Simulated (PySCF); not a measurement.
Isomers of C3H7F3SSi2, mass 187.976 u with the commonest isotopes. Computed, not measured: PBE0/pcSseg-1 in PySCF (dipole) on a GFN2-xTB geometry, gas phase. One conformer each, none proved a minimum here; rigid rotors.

Question: Order these by dipole moment, largest first.
A. `[F:1][CH:2]([F:3])[C@@:4]1([F:5])[SiH2:6][C@@H:7]1[S:8][SiH3:9]` with F1–C2–C4–F5 -83°, Si6–C7–S8–Si9 -151°
B. `[F:1][C:2]([F:3])=[C:4]([F:5])[CH2:6][SiH2:7][S:8][SiH3:9]` with C2–C4–C6–Si7 107°, C4–C6–Si7–S8 180°, C6–Si7–S8–Si9 179°
C. `[F:1][C:2]([F:3])([F:4])/[CH:5]=[CH:6]\[SiH2:7][S:8][SiH3:9]` with C5–C6–Si7–S8 171°, C6–Si7–S8–Si9 -177°

Answer: B (1.95 D), C (1.03 D), A (0.84 D).

Question: Order these by radius of gyration √(Σ m r²/M), smallest first.
A. `[F:1][C:2]([F:3])=[C:4]([F:5])[CH2:6][SiH2:7][S:8][SiH3:9]` with C2–C4–C6–Si7 107°, C4–C6–Si7–S8 180°, C6–Si7–S8–Si9 179°
B. `[F:1][CH:2]([F:3])[C@@:4]1([F:5])[SiH2:6][C@@H:7]1[S:8][SiH3:9]` with F1–C2–C4–F5 -83°, Si6–C7–S8–Si9 -151°
C. `[F:1][C:2]([F:3])([F:4])/[CH:5]=[CH:6]\[SiH2:7][S:8][SiH3:9]` with C5–C6–Si7–S8 171°, C6–Si7–S8–Si9 -177°

Answer: B (2.291 Å), C (2.812 Å), A (2.959 Å).

Question: Order these by rotational constant C, smallest first.
A. `[F:1][CH:2]([F:3])[C@@:4]1([F:5])[SiH2:6][C@@H:7]1[S:8][SiH3:9]` with F1–C2–C4–F5 -83°, Si6–C7–S8–Si9 -151°
B. `[F:1][C:2]([F:3])([F:4])/[CH:5]=[CH:6]\[SiH2:7][S:8][SiH3:9]` with C5–C6–Si7–S8 171°, C6–Si7–S8–Si9 -177°
C. `[F:1][C:2]([F:3])=[C:4]([F:5])[CH2:6][SiH2:7][S:8][SiH3:9]` with C2–C4–C6–Si7 107°, C4–C6–Si7–S8 180°, C6–Si7–S8–Si9 179°

Answer: C (320.0 MHz), B (352.1 MHz), A (574.2 MHz).

```tsv
SMILES	point group	Ia (u·Å²)	Ib (u·Å²)	Ic (u·Å²)	κ	μa (D)	μb (D)	μc (D)
FC(F)=C(F)C[SiH2]S[SiH3]	C1	198.29	1513.91	1579.12	-0.99	1.85	0.01	0.62
FC(F)[C@@]1(F)[SiH2][C@@H]1S[SiH3]	C1	356.04	737.18	880.17	-0.74	0.24	0.13	0.79
FC(F)(F)/C=C\[SiH2]S[SiH3]	C1	175.36	1361.97	1435.34	-0.99	0.96	0.35	0.15
```
